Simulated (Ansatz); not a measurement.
`CCCC#N` + `C[SiH](N)N` → `C[SiH](N)NC#N` + `CCC`  (substitution at a C–C bond)

Isolated molecules relaxed with PBE0-D4/def2-TZVP in Ansatz; ΔE leaves out vibrations. CBS: MP2 limit from def2 TZ/QZ plus the TZ coupled-cluster correction, frozen cores. DFT in def2-TZVPP. B3LYP here is the variant with VWN-RPA as its local correlation; programs differ in this. Each species was taken in one conformer, which may not be the lowest.

| level | ΔE (kJ/mol) |
| --- | --- |
| r2SCAN-D4 | 13.7 |
| ωB97M-V | 21.0 |
| r2SCAN | 14.2 |
| B3LYP | 15.9 |
| SCS-MP2/def2-TZVPP | 25.3 |
| HF/def2-QZVPP | 23.3 |
| MP2/def2-QZVPP | 26.6 |
| CCSD/CBS(def2) | 27.9 |

Task: What does CCSD(T)/CBS give? (An estimate is asked.)

Result: The calculation gave: +27.0 kJ/mol. The listed levels differ from it by -13.3, -6.0, -12.8, -11.1, -1.7, -3.7, -0.4, 0.9 kJ/mol.

Largest T1 diagnostic among the species: 0.012.
